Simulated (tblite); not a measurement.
C₃H₁₁NOSi₄.
Geometry (GFN2-xTB, Å), atoms numbered from 1 in this order:
```xyz
20
C3H11NOSi4 angstrom
C      2.9661    0.3464    0.2889
C      1.8813   -0.7160    0.4099
Si     0.3970   -0.3568   -0.7418
Si    -0.7696    1.6356   -0.2211
O      0.0625    2.2918    1.0324
Si    -2.6584    0.4064    0.4854
Si    -1.5359   -1.5910   -0.1163
C     -2.3309   -2.3246   -1.6311
N     -2.8177   -2.7195   -2.5933
H      3.8129    0.1187    0.9352
H      2.5724    1.3193    0.5742
H      3.3302    0.4125   -0.7348
H      1.5351   -0.7486    1.4450
H      2.3100   -1.6973    0.1951
H      0.9191   -0.5295   -2.1127
H     -0.9870    2.7238   -1.1899
H     -0.2263    3.0706    1.4992
H     -3.0251    0.4855    1.9106
H     -3.9332    0.6616   -0.1944
H     -1.5077   -2.7783    0.7564
```

All values are computed: GFN2-xTB (tblite) harmonic vibrations without scaling, gas phase. The method is semi-empirical: single wavenumbers can be off by several per cent or more. Modes of hydrogen on silicon can be 10 to 20 % off. One conformer, not necessarily the lowest.

Harmonic wavenumbers (cm⁻¹): 28.0, 48.2, 64.9, 68.0, 86.4, 108.1, 153.7, 168.5, 218.9, 246.2, 256.9, 268.6, 283.0, 302.7, 323.3, 351.6, 365.5, 378.1, 389.2, 399.3, 452.9, 524.8, 543.1, 583.5, 600.0, 626.1, 661.0, 679.9, 695.4, 740.9, 773.8, 828.9, 848.4, 978.7, 1018.2, 1074.0, 1245.0, 1285.4, 1420.8, 1486.8, 1510.3, 1515.4, 2106.9, 2123.0, 2137.6, 2145.7, 2201.6, 2314.0, 2953.3, 2969.6, 3006.4, 3021.5, 3037.4, 3660.0.

A = 1088, B = 615.1, C = 450.6 MHz; mass 188.992 u (most abundant isotopes); point group C1, symmetry number 1.

Task: Zero-point energy?

Result: Half the sum of the wavenumbers: 28140 cm⁻¹ = 336.63 kJ/mol.

Task: Give the ideal-gas entropy at 273.15 K and 1 bar in the rigid-rotor, harmonic-oscillator model (classical rotation).

Result: Translation 172.41, rotation 130.06, vibration 206.33: S = 508.8 J/(mol K).

Task: And Cp and H(273.15 K) − H(0)?

Result: Cp = 227.05 J/(mol K), of which vibrations give 193.79 (their classical limit is 54 R = 449.0); H(273.15 K) − H(0) = 37.97 kJ/mol without the zero-point energy, 28.88 from vibrations.

Task: Blend soft modes into free rotors: weight 1/[1 + (100 cm⁻¹/ν̃)⁴] for the oscillator and the rest for a rotor with moment μB/(μ + B), μ = h/(8π²ν), B = 10⁻⁴⁴ kg m². What vibrational entropy results?

Result: 185.40 J/(mol K) in place of 206.33, which changes −T·S at 273.15 K by +5.72 kJ/mol.

Task: How do the functions run with temperature in this model?

Result: 
```csv
T (K),S (J/(mol K)),Cp (J/(mol K)),H − H(0) (kJ/mol),G − H(0) (kJ/mol),ln q(vib)
50,276.1,75.1,2.61,-11.20,1.36
100,340.6,115.8,7.37,-26.69,3.74
298.15,529.2,238.4,43.79,-113.99,13.25
373.15,585.9,267.4,62.79,-155.84,16.60
500,669.7,304.8,99.21,-235.62,21.88
750,803.6,355.8,182.24,-420.48,31.01
1000,910.9,389.8,275.71,-635.24,38.83
```

q(vib) and H(0) count from the zero-point level.

Hindered rotation and anharmonicity are outside this model. Other conformers, if any are populated, would add a mixing term that is left out. The structure is chiral; the term R ln 2 for an equal mix with its mirror image is left out.
